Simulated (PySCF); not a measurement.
Calculated NMR parameters of C=Cc1cc([SiH3])cp1N

* Formula: C6H10NPSi
* SMILES: C=Cc1cc([SiH3])cp1N
* Point group of the computed structure: C1
* Carbon signals: 6
* Proton signals: 7

Bonds (- single, = double, # triple, : aromatic): C1=C2, C2-C3, C3=C4, C4-C5, C5-Si6, C5=C7, C7-P8, P8-N9, P8-C3. C1 carries H10, H11; C2 carries H12; C4 carries H13; Si6 carries H14, H15, H16; C7 carries H17; N9 carries H18, H19. H10 is cis to C3; H11 is trans to C3.

Single conformer, fast rotation and ring inversion assumed for equivalent nuclei, isolated molecule, non-relativistic. GFN2-xTB geometry; GIAO PBE0/pcSseg-1 shieldings; PySCF 2.14.0 with density-fitted response routines.

Scale: ¹H (σref 31.72) and ¹³C (σref 186.93) and ²⁹Si (σref 349.16) vs TMS; ³¹P (σref 318.38) vs H3PO4; ¹⁵N (σref 267.73) against NH3 (reference shieldings calculated alike).

| carbon | δC, type | δH (multiplicity) | HMBC from (2–3 bonds) | span of the C tensor (ppm) |
| --- | --- | --- | --- | --- |
| C1 | 124.0, CH2 | H10 5.85 (m); H11 5.44 (m) | H12 | 200 |
| C2 | 141.2, CH | 6.94 (m) | H13, H10, H11 | 222 |
| C3 | 167.9, C | – | H17, H12, H13, H10, H11 | 232 |
| C4 | 143.1, CH | 6.66 (m) | H17, H12, H14/H15/H16 | 173 |
| C5 | 148.9, C | – | H17, H13, H14/H15/H16 | 223 |
| C7 | 161.0, CH | 7.27 (m) | H13, H14/H15/H16 | 236 |

Other nuclei:
```
      atoms  nucleus                         environment  δ (ppm)  σ (ppm)
H14/H15/H16       ¹H   hydrogen on a silicon bonded to C     4.33    27.38
    H18/H19       ¹H  hydrogen on a nitrogen bonded to P     1.12    30.59
         P8      ³¹P                     ring phosphorus     29.5    288.9
        Si6     ²⁹Si            silicon bonded to C, 3 H    -76.7    425.8
         N9      ¹⁵N           nitrogen bonded to P, 2 H     24.5    243.3
```

1. δC 167.9, 148.9: unsaturated ring carbon.
2. δC 161.0, 143.1: unsaturated ring CH.
3. δC 141.2: alkene CH; as expected for a trigonal carbon in a double bond.
4. δC 124.0: terminal =CH2 carbon; the olefinic region.
5. δH 6.94: hydrogen on an alkene CH; a vinylic proton, deshielded by the sp2 carbon and the C=C anisotropy.

OH/NH shifts are gas-phase values; hydrogen bonding in solution moves them, usually downfield. Splittings by ³¹P in the carbon and heteronuclear signals aren't shown, as no couplings were computed. Shifts are as computed. Against solution values, carbons near 30 ppm lie about +3 ppm off and those near 130 ppm about +5 ppm. Of 1211 compounds with measured shifts, 218 miss one by over three times the rms of a fit or turn the order of signals round; such compounds aren't used in these exercises. Experimental scales use liquid or dissolved standards, which lie at an offset from isolated NH3 (liquid NH3: subtract about 20 ppm) and H3PO4. Multiplicities follow the n + 1 count of equivalent neighbours, as no J values were calculated; m marks all less simple cases, F and P coupling included.
